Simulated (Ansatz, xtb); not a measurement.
Two isomers of C5H5FOS

Structure X: `Oc1cc(CF)cs1`, a singlet. Structure Y: `CC1=C[C@H](F)OC1=S`, a singlet. Both are isolated molecules in the gas phase, relaxed with B3LYP-D3(BJ)/def2-SVP; the shapes shown needn't be the lowest conformers.

X (Å):

| atom | x (Å) | y (Å) | z (Å) |
| --- | --- | --- | --- |
| C | -1.6851 | 1.8261 | 2.2421 |
| C | -2.1588 | 0.5945 | 1.8720 |
| C | -1.1662 | -0.1821 | 1.1852 |
| C | -1.4170 | -1.5680 | 0.6695 |
| C | 0.0310 | 0.4648 | 1.0466 |
| F | -0.2957 | -2.0786 | 0.0506 |
| O | -2.3890 | 2.7699 | 2.9013 |
| S | -0.0168 | 2.0554 | 1.7567 |
| H | -1.8513 | 3.5586 | 3.0478 |
| H | -3.1766 | 0.2683 | 2.0869 |
| H | -1.6985 | -2.2442 | 1.4977 |
| H | -2.2487 | -1.5654 | -0.0591 |
| H | 0.9358 | 0.0985 | 0.5689 |

Y (Å):

```xyz
13

C    -0.7946   -1.3266    2.3055
C    -1.2006   -0.0506    1.6550
C    -2.1946    0.2020    0.7867
C    -2.1668    1.6548    0.4177
C    -0.4875    1.2290    1.8944
F    -1.9400    1.8438   -0.9158
O    -1.0870    2.1968    1.1550
S     0.7828    1.5017    2.8732
H    -0.7973   -1.2120    3.4007
H    -1.4609   -2.1526    2.0221
H     0.2395   -1.5824    2.0258
H    -2.9188   -0.4998    0.3728
H    -3.0796    2.2181    0.6803
```

Task: Estimate E(Y) − E(X) at the level CCSD(T)/def2-SVP + ΔMP2/def2-TZVPP.

Result: Calculated at CCSD(T)/def2-SVP + ΔMP2/def2-TZVPP: E(Y) − E(X) = −9.8 kJ/mol, so structure Y lies lower.

Level by level:

| level | geometry | E(Y) − E(X) (kJ/mol) | departure from the last row (kJ/mol) | job, with rough time for the two |
| --- | --- | --- | --- | --- |
| GFN2-xTB | GFN2-xTB | −0.2 | +9.5 | optimisation, 0.16 s |
| HF/STO-3G | GFN2-xTB | −14.7 | −4.9 | single point, 0.42 s |
| r2SCAN-D4/def2-SVP | GFN2-xTB | −24.0 | −14.2 | single point, 3.7 s |
| B3LYP-D3(BJ)/def2-SVP | B3LYP-D3(BJ)/def2-SVP | −24.5 | −14.7 | optimisation, 34 s |
| HF/def2-SVP | B3LYP-D3(BJ)/def2-SVP | −36.1 | −26.3 | part of the CCSD(T) run |
| MP2/def2-SVP | B3LYP-D3(BJ)/def2-SVP | −12.9 | −3.1 | part of the CCSD(T) run |
| CCSD(T)/def2-SVP | B3LYP-D3(BJ)/def2-SVP | −27.7 | −17.9 | single point |
| CCSD(T)/def2-SVP + ΔMP2/def2-TZVPP | B3LYP-D3(BJ)/def2-SVP | −9.8 |  | single point, 85 s |

As drawn, Y has 2 C–C, 1 C=C, 1 C–O, 1 C=S, 1 C–H in place of 3 C∷C, 2 C∷S, 1 O–H (∷ is an aromatic bond). Structure X has a 5-membered ring (with an aromatic ring), Y a 5-membered ring.

GFN2-xTB finds them nearly level. The largest departure from CCSD(T)/def2-SVP + ΔMP2/def2-TZVPP is that of HF/def2-SVP, 26.3 kJ/mol. The last row adds to CCSD(T) the change of the MP2 difference between the two basis sets, here +17.9 kJ/mol, a large step that makes the value less sure.

With thermal terms from frequencies at re-optimised GFN2-xTB minima (ideal gas, soft modes damped towards free rotors, one conformer each, 298.15 K, 1 atm): on the last row, ΔE + ΔZPE = −8.0, ΔH = −8.2, ΔG = −9.1 kJ/mol.

The correlated steps freeze 12 core orbitals. Mirror images aren't counted in ΔG. Programs: Ansatz 0.2.0, xtb 6.7.1; the last row on 4 threads of Arm Neoverse V1 on a shared host.
